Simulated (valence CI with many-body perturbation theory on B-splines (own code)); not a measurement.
Ce⁹⁺: calculated level list

Level of theory: configuration interaction combined with many-body perturbation theory (CI+MBPT): three valence electrons over a frozen Dirac-Fock core [Kr] 4d10, radial functions for each j: 7 s, 7 p, 7 d, 7 f, 4 g, 2 h, with the one-electron correlation potential Σ1, the two-electron term Σ2, the three-electron term Σ3, Breit, model QED; selected CI, second order for the rest, scaled by the run's own slope (own B-spline code, finite nucleus).

No measured spectrum was set against this ion. As an estimate, levels hold to about 250 cm⁻¹ or 0.2 % of their energy and the worst to 1 %, as in measured heavy ions of charge 2 to 7; those with d or f electrons hold less well.

Levels 1 to 37 of 37, with energies above the lowest level, 5s²5p ²P°_1/2. "Leading %" is the weight of the configuration and term that name the level; weights of strongly mixed levels are sums over their largest components and can fall short, so below about 35 % the name and the second component can differ from the true leading terms, or belong to a minority configuration. In the jj column 3d3/2^4 stands for four electrons in 3d with j = 3/2. Lifetimes count E1, E2, E3, M1 and M2 decay at the calculated energies, and are blank where another channel may lead or the interval is too uncertain; long ones can be off by a factor of two.

```
No.  Configuration  Term     J  E (cm⁻¹)  Leading %  Second component  Lifetime              Leading jj
  1          5s²5p   ²P°   1/2       0.0         98                                   5s^2 5p1/2 (98 %)
  2          5s²5p   ²P°   3/2     33436         98                     2.93 ms       5s^2 5p3/2 (98 %)
  3          4f5s²   ²F°   5/2     55354         98                     75.8 ms       4f5/2 5s^2 (98 %)
  4          4f5s²   ²F°   7/2     57943         98                      2.02 s       4f7/2 5s^2 (98 %)
  5          5s5p²    ⁴P   1/2    139150         88     10 % 5s5p² ²S   3.07 ns       5s 5p1/2^2 (75 %)
  6          5s5p²    ⁴P   3/2    158290         97                     21.0 ns   5s 5p1/2 5p3/2 (96 %)
  7          5s5p²    ⁴P   5/2    169390         71     25 % 5s5p² ²D   3.02 ns   5s 5p1/2 5p3/2 (80 %)
  8         4f5s5p    ⁴G   5/2    183220         57    24 % 4f5s5p ⁴F   28.0 ns   4f5/2 5s 5p1/2 (94 %)
  9         4f5s5p    ⁴F   7/2    186420         48    38 % 4f5s5p ⁴G   24.1 ns   4f7/2 5s 5p1/2 (71 %)
 10         4f5s5p    ⁴F   3/2    187000         50     28 % 5s5p² ²D    547 ps   4f5/2 5s 5p1/2 (58 %)
 11         4f5s5p    ⁴F   5/2    190900         42    19 % 4f5s5p ⁴D   3.67 ns   4f7/2 5s 5p1/2 (43 %)
 12         4f5s5p    ²F   7/2    191010         48    22 % 4f5s5p ⁴D   3.44 ns   4f5/2 5s 5p1/2 (57 %)
 13         4f5s5p    ⁴F   9/2    192510         52    38 % 4f5s5p ⁴G   5.67 ns   4f7/2 5s 5p1/2 (81 %)
 14          5s5p²    ²D   3/2    193040         53    33 % 4f5s5p ⁴F    393 ps   5s 5p1/2 5p3/2 (52 %)
 15         4f5s5p    ²F   5/2    197030         33    23 % 4f5s5p ²D   2.36 ns   4f5/2 5s 5p1/2 (34 %)
 16         4f5s5p    ²G   7/2    201690         43    20 % 4f5s5p ²F   2.84 ns   4f7/2 5s 5p1/2 (76 %)
 17          5s5p²    ²D   5/2    206250         48     16 % 5s5p² ⁴P    844 ps       5s 5p3/2^2 (54 %)
 18          5s5p²    ²P   1/2    208710         66     23 % 5s5p² ²S   57.8 ps   5s 5p1/2 5p3/2 (68 %)
 19         4f5s5p    ⁴G   9/2    215370         57    43 % 4f5s5p ⁴F   98.0 ns   4f7/2 5s 5p3/2 (62 %)
 20         4f5s5p    ⁴F   7/2    215730         38    23 % 4f5s5p ⁴G   6.68 ns   4f5/2 5s 5p3/2 (80 %)
 21         4f5s5p    ⁴D   5/2    219080         59    26 % 4f5s5p ⁴F   8.28 ns   4f5/2 5s 5p3/2 (78 %)
 22         4f5s5p    ⁴G  11/2    219350        100                     4.47 ms  4f7/2 5s 5p3/2 (100 %)
 23         4f5s5p    ⁴D   3/2    222000         86    11 % 4f5s5p ⁴F   27.3 ns   4f5/2 5s 5p3/2 (92 %)
 24         4f5s5p    ²F   7/2    222400         34    29 % 4f5s5p ²G   5.74 ns   4f7/2 5s 5p3/2 (83 %)
 25         4f5s5p    ⁴D   1/2    223860        100                      734 ns  4f5/2 5s 5p3/2 (100 %)
 26         4f5s5p    ²D   5/2    229380         54    17 % 4f5s5p ⁴D   1.19 ns   4f7/2 5s 5p3/2 (74 %)
 27         4f5s5p    ²G   9/2    230820         93                      228 ns   4f5/2 5s 5p3/2 (62 %)
 28         4f5s5p    ²D   3/2    235880         80      6 % 5s5p² ²P    602 ps   4f7/2 5s 5p3/2 (83 %)
 29          5s5p²    ²S   1/2    242180         62     29 % 5s5p² ²P   79.9 ps       5s 5p3/2^2 (84 %)
 30          5s5p²    ²P   3/2    245140         81      7 % 5s5p² ²D   45.8 ps       5s 5p3/2^2 (74 %)
 31         4f5s5p    ²F   5/2    250110         85    10 % 4f5s5p ²D   83.9 ps   4f5/2 5s 5p3/2 (83 %)
 32         4f5s5p    ²F   7/2    252410         88     5 % 4f5s5p ²G   80.8 ps   4f7/2 5s 5p3/2 (80 %)
 33         4f5s5p    ²G   7/2    257790         88                     80.8 ps   4f5/2 5s 5p3/2 (73 %)
 34          4f²5s    ⁴H   7/2    258730         96                     2.04 ns       4f5/2^2 5s (77 %)
 35         4f5s5p    ²D   3/2    258740         86      8 % 5s²5d ²D   84.4 ps   4f5/2 5s 5p3/2 (76 %)
 36         4f5s5p    ²G   9/2    259230         89                     78.7 ps   4f7/2 5s 5p3/2 (80 %)
 37          4f²5s    ⁴H   9/2    259710         95                     1.92 ns   4f5/2 4f7/2 5s (58 %)
```

Names give the largest LS component (configuration and term), which can be under half, so a name can repeat, a term be missing and a line seem to break the LS rules; names also repeat where a configuration has a term twice.

The ionisation energy to 5s² ¹S0 of the next ion comes out as 141.17 eV (NIST: 140 ± 2.2 eV (theoretical)). All 37 levels together are meant to be complete up to 260070 cm⁻¹.
